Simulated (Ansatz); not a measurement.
System: sum formula Si2N2H7 (charge -1, singlet). It need not be the lowest isomer of its formula. Whether it binds its extra electron was not tested at this geometry. 
Geometry from a B3LYP-D3(BJ)/def2-TZVP (Ansatz, a program for electronic structure) optimisation:
```xyz
11

N     -1.7743     1.1925    -0.0357
Si    -1.2724    -0.5389     0.2147
N      0.4886    -0.3287     0.7181
Si     1.7497    -0.0458    -0.3726
H     -2.7726     1.3378     0.0307
H     -1.4214     1.6972    -0.8420
H     -0.8192    -0.8972    -1.2348
H      0.6596    -0.1627     1.6972
H      3.0192     0.3259     0.3513
H      1.5234     1.0603    -1.3550
H      2.1293    -1.2215    -1.2143
```
Charge -1, spin multiplicity 1.

Basis-set convergence of Hartree-Fock and CCSD(T) correlation energies (hartree) with Ansatz. Cores are frozen in the correlated levels unless marked. Spin-orbit coupling is left out. Non-relativistic.

```
basis            functions       E(HF)  E(corr, CCSD(T))
---------------  ---------  ----------  ----------------
aug-cc-pV(D+d)Z        173  -690.90114          -0.67590
aug-cc-pV(T+d)Z        363  -690.95946          -0.79187
aug-cc-pV(Q+d)Z        660  -690.97277          -0.82676
```

Extrapolating the two largest sets (X = 3 and 4) as X^-3: E(corr) = (64·(-0.82676) - 27·(-0.79187))/37 = -0.8522 Eh, an estimate of the basis-set limit. The largest set recovers 97.0 % of it, the smallest 79.3 %.
